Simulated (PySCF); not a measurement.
Two-component Hartree-Fock for Er⁴⁺ (erbium, charge +4)

Start: [Xe] 4f10; 4f5/2 filled at m_j = -5/2, -3/2, -1/2, +1/2, +3/2, +5/2; 4f7/2 filled at m_j = +1/2, +3/2, +5/2, +7/2. Calculated with PySCF 2.14 in x2c-TZVPall-2c (11s11p10d4f1g, 131 functions): generalised Hartree-Fock with the X2C-1e Hamiltonian and a Gaussian nucleus; one run each with spin-orbit coupling (SO) switched off, then screened by Boettger's factors.

| spinor shell | electrons | ε, spin-free (eV) | ε, screened SO (eV) | weight of nominal j (screened SO) | rms radius, screened SO (bohr) |
| --- | --- | --- | --- | --- | --- |
| 1s1/2 | 2 | -57832.1 | -57818.8 | 1.000 | 0.0231 |
| 2s1/2 | 2 | -9891.3 | -9887.2 | 1.000 | 0.0935 |
| 2p1/2 | 2 | -8752.0 | -9401.4 | 1.000 | 0.0798 |
| 2p3/2 | 4 | -8752.0 | -8479.5 | 1.000 | 0.0866 |
| 3s1/2 | 2 | -2316.2 | -2314.8 | 1.000 | 0.240 |
| 3p1/2 | 2 | -1962.9 | -2101.9 | 1.000 | 0.231 |
| 3p3/2 | 4 | -1962.9 | -1903.6 | 1.000 | 0.245 |
| 3d3/2 | 4 | -1518.0 | -1543.9 | 0.999 | 0.219 |
| 3d5/2 | 6 | -1518.0 | -1499.5 | 0.999 | 0.222 |
| 4s1/2 | 2 | -529.00 | -528.58 | 1.000 | 0.539 |
| 4p1/2 | 2 | -409.87 | -442.96 | 0.995 | 0.552 |
| 4p3/2 | 4 | -409.87 | -395.56 | 0.997 | 0.582 |
| 4d3/2 | 4 | -246.64 | -255.31 | 0.904 | 0.620 |
| 4d5/2 | 6 | -246.64 | -240.52 | 0.936 | 0.630 |
| 5s1/2 | 2 | -111.46 | -111.39 | 1.000 | 1.30 |
| 5p1/2 | 2 | -78.528 | -83.589 | 0.988 | 1.42 |
| 5p3/2 | 4 | -78.528 | -76.352 | 0.994 | 1.51 |
| 4f5/2 | 6 | -70.634 | -70.800 | 0.720 | 0.791 |
| 4f7/2 | 4 | -70.634 | -70.224 | 0.705 | 0.795 |

```
   quantity     spin-free   screened SO
E (hartree)  -13073.95952  -13084.87637
        M_J             8             8
       ⟨J²⟩        72.004        72.004
       ⟨L²⟩        42.001        42.988
       ⟨S²⟩         6.003         5.833
```

Each row is a mean over spinors that exchange with the open shell spreads, by up to 16.583 eV (4d5/2).

Rows whose weight is well below 1 are mixtures of j = l ± 1/2: exchange outweighs spin-orbit coupling there, and the label is only the starting occupation.

Breit and QED terms are absent; they matter most for the inner s and p1/2 levels.

Densities and radii are taken from the X2C orbitals without a picture-change correction, which distorts them close to the nucleus.

Without spin-orbit coupling the j labels of p, d and f shells carry no meaning; the spin-free column gives the mean over the occupied spinors of each nl shell.
